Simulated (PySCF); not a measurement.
Match the calculated data to a structure.

All candidates are C4H6ClFO2.

| technique | computed result |
| --- | --- |
| Polarisability | 68.3 au [PBE0/def2-SVPD] |
| UV, strongest line | among the 8 lowest singlet transitions: S5 at 7.97 eV (155 nm, f = 0.041) [TDDFT PBE0/def2-SVPD] |
| Rotational structure | rotational constants A, B, C: 3.510, 1.186, 1.135 GHz [GFN2-xTB] |
| UV, first state | lowest singlet excitation: 7.02 eV (177 nm, f = 0.020) [TDDFT PBE0/def2-SVPD] |
| Triplet | lowest triplet excitation (Tamm–Dancoff): 6.54 eV [TDA PBE0/def2-SVPD] |
| Dipole | 2.04 D [PBE0/def2-SVPD] |

The electronic properties come from PySCF, for the isolated species, density fitting. Levels stand in brackets. The structure is a single GFN2-xTB conformer in the gas phase; no vibrational or solvent corrections.

Problem. Which candidate is it?
A. `F[C@H](Cl)C1OCCO1`
B. `C[C@@](F)(Cl)CC(=O)O`
C. `COC[C@H](F)C(=O)Cl`

Solution. A. It is `F[C@H](Cl)C1OCCO1`. Numbering: `[F:1][C@H:2]([Cl:3])[CH:4]1[O:5][CH2:6][CH2:7][O:8]1`. Its formula, C4H6ClFO2, gives 1 degree of unsaturation: 1 ring and 0 π bonds in the structure found. The optimised geometry has point group C1 and is an asymmetric top.

The others, at the same levels:
- `C[C@@](F)(Cl)CC(=O)O` fails: its computed lowest singlet excitation is 5.76 eV (215 nm, f = 0.002) (against 7.02 eV), lowest triplet excitation (Tamm–Dancoff) is 5.25 eV (against 6.54 eV) and strongest line among the 8 lowest singlet transitions is S8 at 8.35 eV (148 nm, f = 0.082) (against S5 at 7.97 eV).
- `COC[C@H](F)C(=O)Cl` fails: its computed lowest singlet excitation is 4.87 eV (254 nm, f = 0.001) (against 7.02 eV), lowest triplet excitation (Tamm–Dancoff) is 4.29 eV (against 6.54 eV) and strongest line among the 8 lowest singlet transitions is S4 at 6.78 eV (183 nm, f = 0.023) (against S5 at 7.97 eV).

Each candidate is one conformer, not necessarily the lowest. Dipoles, sizes and rotational constants follow the conformer. The torsions of the flexible species, by atom-mapped SMILES:
- `[CH3:1][C@@:2]([F:3])([Cl:4])[CH2:5][C:6](=[O:7])[OH:8]`: C1–C2–C5–C6 67°, C2–C5–C6–O7 -57°, H–O8–C6–C5 -179°
- `[CH3:1][O:2][CH2:3][C@H:4]([F:5])[C:6](=[O:7])[Cl:8]`: C1–O2–C3–C4 -179°, O2–C3–C4–F5 179°, C3–C4–C6–O7 -107°

The conformers of `F[C@H](Cl)C1OCCO1` aren't listed.
